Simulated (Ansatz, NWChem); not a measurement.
# How basis sets differ on C2H6ClNSi (SMILES C=C[SiH](N)Cl)

C2H6ClNSi has 11 atoms, charge 0, and is taken as a singlet. As SMILES, `C=C[SiH](N)Cl`. The coordinates come from a PBE0-D4/def2-TZVP relaxation. This is one conformer, not always the lowest.

```xyz
11

C    -2.0091   -0.2238    0.1938
C    -0.7632   -0.6077    0.4538
Si    0.7348    0.4660    0.2920
N     1.8683   -0.3173   -0.7094
Cl    0.1044    2.3196   -0.4009
H    -2.2337    0.7837   -0.1428
H    -2.8536   -0.8976    0.3071
H    -0.5950   -1.6304    0.7906
H     1.4126    0.7424    1.5787
H     1.5792   -0.7004   -1.5956
H     2.8208    0.0085   -0.7468
```

Quantity: the dipole moment, in D. The values are calculated.

```tsv
level	kind	program	value (D)	CPU time
HF/STO-3G	Hartree–Fock	Ansatz	2.49	0.93 s
HF/3-21G	Hartree–Fock	NWChem	2.77	4.8 s
HF/def2-SVP	Hartree–Fock	Ansatz	1.88	4.5 s
HF/aug-cc-pVDZ	Hartree–Fock	Ansatz	1.87	16 s
```

The values span 1.87 to 2.77 D. Sets without polarisation functions give poor dipoles. CPU times are rough (shared hosts, several kinds of processor): they show what a rung costs within a factor of a few.
